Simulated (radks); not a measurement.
Eu55+, 8 electrons, occupied as [He] 2s2 2p4. Method: Dirac Kohn-Sham, relativistic LDA (MacDonald-Vosko exchange, VWN5 correlation), spin-unpolarised, spherical densities, finite nucleus; open shells fill j = l - 1/2 first; Fermi nuclear charge, rms radius 5.1115 fm; computed with a radial shooting solver on a logarithmic mesh with Libxc functionals.

Radial electron density D(r) = 4 pi r^2 rho(r):

r (bohr),D(r) (e/bohr)
0.0009653,3.569
0.001063,4.182
0.00116,4.831
0.001277,5.647
0.001406,6.591
0.001547,7.679
0.001703,8.931
0.001875,10.37
0.002064,12.00
0.002272,13.87
0.002481,15.80
0.002731,18.15
0.003006,20.80
0.003309,23.74
0.003642,27.00
0.004009,30.57
0.004413,34.46
0.004858,38.65
0.005305,42.72
0.005839,47.37
0.006428,52.18
0.007075,57.06
0.007788,61.89
0.008573,66.54
0.009437,70.86
0.01039,74.67
0.01134,77.58
0.01249,79.94
0.01374,81.32
0.01513,81.60
0.01665,80.74
0.01833,78.77
0.02018,75.82
0.02221,72.14
0.02426,68.41
0.0267,64.34
0.02939,60.72
0.03235,58.00
0.03561,56.56
0.0392,56.59
0.04315,58.08
0.0475,60.75
0.05186,63.75
0.05709,66.95
0.06284,69.23
0.06917,69.78
0.07614,67.98
0.08382,63.59
0.09226,56.78
0.1016,48.11
0.1109,39.30
0.1221,29.67
0.1344,20.91
0.1479,13.67
0.1628,8.232
0.1792,4.529
0.1973,2.257
0.2172,1.010
0.2371,0.4351
0.261,0.1535
0.2873,0.04696
0.3163,0.01230

D(r) has 2 maxima, at r = 0.0148, 0.0675 bohr, and minima at 0.0374 bohr, inside which lie 2.27 electrons.
